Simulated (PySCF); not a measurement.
## How methods differ on the excitation energy of Cr⁺

Cr⁺ [Ar] 3d5 (6S) → Cr⁺ [Ar] 3d4 4p1 (high-spin determinant), as a difference of total energies. Calculation: PySCF 2.14, in x2c-QZVPPall with one added diffuse shell each of s, p, d, f, g type (12s8p6d4f3g, 121 functions); the spin-free X2C one-electron Hamiltonian (Gaussian nucleus). Correlated levels: valence: [Ar] frozen; valence and next inner shell: [Ne] frozen. The calculations carry no spin-orbit coupling.

```csv
method,excitation energy (eV)
UHF,4.874
LDA,6.158
PBE,5.879
PBE0,5.775
r2SCAN,5.768
TPSS,5.775
M06-2X,5.529
r2SCANh,5.746
MP2 (valence),5.646
SCS-MP2 (valence),5.131
MP2 (valence and next inner shell),6.163
SCS-MP2 (valence and next inner shell),5.628
```

Problem. How much does correlation contribute at MP2 (valence and next inner shell)?

Solution. 6.163 − (4.874) = 1.289 eV, measured against UHF.

A first-order spin-orbit estimate (lowest level to lowest level, LS coupling) adds -0.068 eV.

The determinant of the upper state mixes LS terms, which raises its energy above the lowest term, most at the Hartree-Fock and MP2 levels.
